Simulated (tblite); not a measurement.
C₆H₉FSSi.
Cartesian coordinates in Å at the GFN2-xTB level; atoms count from 1:
```
atom  x, y, z in Å
C1    -2.3650   -1.9684    0.6171
C2    -1.5192   -0.8516    0.2757
C3    -0.7796    0.0557   -0.0054
C4     0.0485    1.1571   -0.3163
C5    -0.5906    2.5126   -0.3165
C6     1.3439    0.9291   -0.5790
F7     2.1437    1.9961   -0.8781
Si8    2.2301   -0.7336   -0.6570
S9     1.9155   -1.8733    1.1442
H10   -1.8785   -2.5717    1.3835
H11   -3.3248   -1.6150    0.9933
H12   -2.5339   -2.5893   -0.2628
H13   -1.4538    2.5155   -0.9811
H14   -0.9406    2.7577    0.6864
H15    0.1168    3.2709   -0.6424
H16    3.6567   -0.4647   -0.7893
H17    1.6827   -1.6010   -1.6882
H18    2.2394   -0.9198    2.0043
```

Computed values, GFN2-xTB/tblite, gas phase, harmonic and unscaled. Against measured fundamentals such values can be off by several per cent, at times by over 20. Modes of hydrogen on silicon and sulfur can be 10 to 20 % off. One conformer, not necessarily the lowest.

Harmonic wavenumbers (cm⁻¹): 25.3, 42.1, 58.1, 74.5, 95.2, 104.6, 122.5, 162.1, 190.3, 265.3, 278.1, 285.0, 359.0, 389.2, 446.2, 481.0, 500.8, 508.4, 563.6, 583.0, 673.2, 737.2, 745.2, 826.5, 1013.5, 1020.3, 1024.3, 1039.7, 1060.9, 1115.6, 1324.4, 1388.3, 1396.8, 1445.2, 1447.5, 1464.2, 1472.0, 1627.8, 2313.1, 2341.6, 2364.1, 2468.0, 3000.3, 3003.1, 3004.5, 3009.2, 3019.2, 3051.2.

A = 1097, B = 992.9, C = 569.2 MHz; mass 160.018 u (most abundant isotopes); point group C1, symmetry number 1.

Q: Zero-point energy?

A: Half the sum of the wavenumbers: 26966 cm⁻¹ = 322.58 kJ/mol.

Q: Entropy at 500 K, 1 bar (ideal gas, RRHO, classical rotation)?

A: Translation 182.90, rotation 134.60, vibration 295.31: S = 612.8 J/(mol K).

Q: And Cp and H(500 K) − H(0)?

A: Cp = 256.56 J/(mol K), of which vibrations give 223.30 (their classical limit is 48 R = 399.1); H(500 K) − H(0) = 83.88 kJ/mol without the zero-point energy, 67.25 from vibrations.

Q: How do the functions run with temperature in this model?

A: 
| T (K) | S (J/(mol K)) | Cp (J/(mol K)) | H − H(0) (kJ/mol) | G − H(0) (kJ/mol) | ln q(vib) |
| --- | --- | --- | --- | --- | --- |
| 100 | 336.3 | 107.4 | 7.29 | -26.34 | 3.94 |
| 200 | 426.4 | 156.3 | 20.57 | -64.72 | 8.40 |
| 300 | 497.6 | 196.0 | 38.25 | -111.02 | 12.37 |
| 800 | 747.2 | 315.2 | 170.36 | -427.41 | 28.19 |
| 1000 | 820.5 | 341.3 | 236.15 | -584.36 | 33.32 |

q(vib) and H(0) count from the zero-point level.

Q: What must be added to the electronic energy to get the Gibbs energy at 500 K and 1 bar?

A: ZPE + [H(500 K) − H(0)] − T·S = 322.58 + 83.88 − 306.40 = 100.06 kJ/mol.

Q: Blend soft modes into free rotors: weight 1/[1 + (100 cm⁻¹/ν̃)⁴] for the oscillator and the rest for a rotor with moment μB/(μ + B), μ = h/(8π²ν), B = 10⁻⁴⁴ kg m². What vibrational entropy results?

A: 260.23 J/(mol K) in place of 295.31, which changes −T·S at 500 K by +17.54 kJ/mol.

Hindered rotation and anharmonicity are outside this model. Other conformers, if any are populated, would add a mixing term that is left out. The structure is chiral; the term R ln 2 for an equal mix with its mirror image is left out.
